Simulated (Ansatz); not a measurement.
Compare A (`C[CH2][Ge][NH2]`) with its isomer B (`[CH3][GeH2][CH]=N`).

Isolated molecules relaxed with PBE0-D4/def2-TZVP in Ansatz; ΔE leaves out vibrations. CCSD(T)/CBS adds triple-zeta CCSD(T) − MP2 to the extrapolated MP2 energy (def2 sets, frozen cores). DFT in def2-TZVPP. B3LYP here is the variant with VWN-RPA as its local correlation; programs differ in this. For Ge outer-core shells are correlated without core-valence functions, which leaves a few kJ/mol of doubt a bond. Scalar relativity is left out up to krypton. One conformer a species, not always the lowest.

A:

Z-matrix (Å, degrees):
```
C
C 1 1.528
H 1 1.094 2 111.5
H 1 1.094 2 112.0 3 120.3
H 1 1.095 2 111.7 3 -119.8
Ge 2 2.010 1 110.0 3 63.2
H 2 1.095 1 110.8 3 -58.8
H 2 1.094 1 110.0 3 -177.1
N 6 1.819 2 95.7 1 -88.8
H 9 1.009 6 125.3 2 -2.8
H 9 1.007 6 122.4 2 176.7
```

B:

```xyz
11

C    -1.1619   -0.8302    0.5306
Ge    0.1944   -0.4508   -0.8194
C     1.2224    1.1311   -0.2347
N     1.0308    1.7884    0.8300
H    -0.6968   -1.0448    1.4941
H    -1.7497   -1.6993    0.2333
H    -1.8391    0.0178    0.6452
H     1.1561   -1.6428   -0.9908
H    -0.4510   -0.1559   -2.1874
H     2.0357    1.4845   -0.8797
H     0.2591    1.4020    1.3789
```

Question: Which is lower in electronic energy at CCSD(T)/CBS, and by how much? (Best estimate.)

Answer: The calculation gave: A, by 94.9 kJ/mol.

Question: Give E(B) − E(A) in kJ/mol with B3LYP-D4, ωB97M-V, MP2/def2-TZVPP, HF/def2-TZVPP, B3LYP, PBE0-D4, CCSD/def2-TZVPP. (Estimate.)

Answer: Computed: B3LYP-D4 99.4, ωB97M-V 97.6, MP2/def2-TZVPP 86.3, HF/def2-TZVPP 78.3, B3LYP 96.9, PBE0-D4 96.3, CCSD/def2-TZVPP 80.6. None reverses the order clearly.

Largest T1 diagnostic: 0.013.
